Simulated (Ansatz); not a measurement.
Start from `B[CH]([GeH3])C=N` and change one atom or group to get `B[CH](Cl)[GeH3]`.

Ansatz, PBE0-D4/def2-TZVP geometries, multiplicity 1. Each molecule was computed in one conformer, which needn't be the lowest.

Scalar relativity is left out up to krypton.

```csv
property,`B[CH]([GeH3])C=N`
LUMO energy (ωB97M-V/def2-TZVPP) / eV,0.63
size of the dipole moment (B3LYP/def2-TZVPP) / D,2.59
HOMO–LUMO gap (ωB97M-V/def2-TZVPP) / eV,10.59
HOMO–LUMO gap (PBE/def2-TZVPP) / eV,3.88
HOMO energy (B3LYP/def2-TZVPP) / eV,-7.33
HOMO–LUMO gap (B3LYP/def2-TZVPP) / eV,5.88
```

Problem. Give the same properties after the change, and the shifts. (Best estimate.)

Solution. Computed: 
```json
{"property": "LUMO energy (ωB97M-V/def2-TZVPP) / eV", "`B[CH](Cl)[GeH3]`": "0.31", "shift": "-0.32"}
{"property": "size of the dipole moment (B3LYP/def2-TZVPP) / D", "`B[CH](Cl)[GeH3]`": "1.68", "shift": "-0.91"}
{"property": "HOMO–LUMO gap (ωB97M-V/def2-TZVPP) / eV", "`B[CH](Cl)[GeH3]`": "10.35", "shift": "-0.24"}
{"property": "HOMO–LUMO gap (PBE/def2-TZVPP) / eV", "`B[CH](Cl)[GeH3]`": "4.07", "shift": "0.19"}
{"property": "HOMO energy (B3LYP/def2-TZVPP) / eV", "`B[CH](Cl)[GeH3]`": "-7.62", "shift": "-0.29"}
{"property": "HOMO–LUMO gap (B3LYP/def2-TZVPP) / eV", "`B[CH](Cl)[GeH3]`": "5.82", "shift": "-0.06"}
```

With PBE0 the HOMO falls by 0.29 eV and the LUMO falls by 0.34 eV, so the gap narrows by about 0.05 eV. PBE moves the HOMO by -0.53 eV and ωB97M-V by -0.09 eV. Dipoles are sizes alone; their direction can turn.

B3LYP here is the variant with VWN-RPA as its local correlation; programs differ in this.
